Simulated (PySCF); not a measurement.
Species: C₅H₈ClFSi₂.
Numbering: `[CH:1]#[C:2][Si@@:3]1([Cl:4])[SiH2:5][CH2:6][CH2:7][C@@H:8]1[F:9]`

Geometry (GFN2-xTB, Å), atoms numbered from 1 in this order:
```xyz
17
C5H8ClFSi2 angstrom
C      3.4685    0.6773   -0.3526
C      2.3901    0.6327    0.1782
Si     0.7201    0.6184    0.9877
Cl     0.9901    0.9828    2.9609
Si    -1.0089    1.5736   -0.2309
C     -1.8014   -0.1251   -0.6254
C     -0.7298   -1.2215   -0.6023
C      0.0711   -1.1974    0.6961
F     -0.7660   -1.5713    1.7435
H      4.4144    0.7039   -0.8131
H     -0.5599    2.2280   -1.4664
H     -1.9609    2.4587    0.4445
H     -2.5518   -0.3639    0.1312
H     -2.3141   -0.1408   -1.5868
H     -1.1991   -2.2025   -0.7204
H     -0.0267   -1.0814   -1.4268
H      0.8575   -1.9596    0.6724
```

Probes without a nucleus sit at each ring's centroid and 1 Å off its mean plane on both sides; NICS is minus the shielding there, NICSzz its component along the normal. Level: GIAO PBE0/pcSseg-1 (PySCF, non-relativistic, gas phase) on the GFN2-xTB geometry, one conformer.

Ring bond lengths (Å), with Mayer bond orders in brackets: Si3–Si5 2.321 (0.90), Si5–C6 1.916 (0.91), C6–C7 1.533 (1.02), C7–C8 1.526 (1.03), C8–Si3 1.950 (0.81).

**Question.** What do the NICS probes read (ppm)?

**Answer.** 
```tsv
ring	type	NICS(0)	NICS(1), two faces	NICS(1)zz, two faces	rms pucker (Å)	centre to ring atoms, mean (Å)
Si3–Si5–C6–C7–C8	5-membered ring with 2 Si; formal bonds all single	-3.1	-2.5 / -4.1	1.1 / -2.0	0.21	1.53
```

**Question.** What can be read from them?

**Answer.** 
- Si3–Si5–C6–C7–C8: mean NICS(1)zz -0.4 ppm, near zero. Si3, Si5, C6, C7, C8 have four or more neighbours, and the NICS criterion for π rings isn't applied. The two faces differ by 3.1 ppm, so no symmetry operation interchanges them.

**Question.** How shielded are the nuclei of the rings and their hydrogens (means over atoms taken as equivalent)?

**Answer.** 
```json
{"atoms": "Si3", "environment": "chlorine-bound silicon", "σ isotropic (ppm)": "355.7"}
{"atoms": "Si5", "environment": "SiH2 silicon", "σ isotropic (ppm)": "423.6"}
{"atoms": "C6", "environment": "sp3 carbon bound to silicon", "σ isotropic (ppm)": "176.5"}
{"atoms": "C7", "environment": "ring CH2 carbon", "σ isotropic (ppm)": "153.7"}
{"atoms": "C8", "environment": "sp3 C–F carbon", "σ isotropic (ppm)": "89.6"}
{"atoms": "H11", "environment": "Si–H hydrogen", "σ isotropic (ppm)": "27.97"}
{"atoms": "H12", "environment": "Si–H hydrogen", "σ isotropic (ppm)": "27.79"}
{"atoms": "H13", "environment": "methylene hydrogen", "σ isotropic (ppm)": "30.21"}
{"atoms": "H14", "environment": "methylene hydrogen", "σ isotropic (ppm)": "30.37"}
{"atoms": "H15", "environment": "methylene hydrogen", "σ isotropic (ppm)": "28.99"}
{"atoms": "H16", "environment": "methylene hydrogen", "σ isotropic (ppm)": "30.45"}
{"atoms": "H17", "environment": "methine hydrogen", "σ isotropic (ppm)": "26.54"}
```

Time: 2.8 min wall, 2.4 min CPU (with the writing of density and orbital grids); peak memory 1.0 GiB. Hardware: one thread of an Intel Xeon at 2.50 GHz, no GPU, shared host with 64 logical CPUs at a one-minute load of 56. This is the whole shielding run at PBE0/pcSseg-1, SCF included.
